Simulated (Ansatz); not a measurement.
Si2Pt⁺. The state is a doublet with charge 1. Geometry relaxed at B3LYP-D4/def2-TZVP.

Cartesian coordinates in Å:
```
Pt -0.3152 -0.5281 -1.0672
Si 1.3717 0.0968 0.2578
Si -1.0565 0.4314 0.8094
```

In the def2 sets Pt takes a core potential; there is no spin–orbit coupling. The relaxation made no stability test and no search for a lower SCF solution. The structure comes from a short search, and lower isomers may exist.

Question: Estimate the harmonic wavenumbers at UKS B3LYP-D4/def2-TZVP (Ansatz, unscaled). Is this a minimum?

Answer: 235, 343, 454 cm⁻¹. Yes, no mode is imaginary beyond noise. Zero-point energy 6.2 kJ/mol. It took 11 s on 4 threads of Arm Neoverse V2 on a shared host.
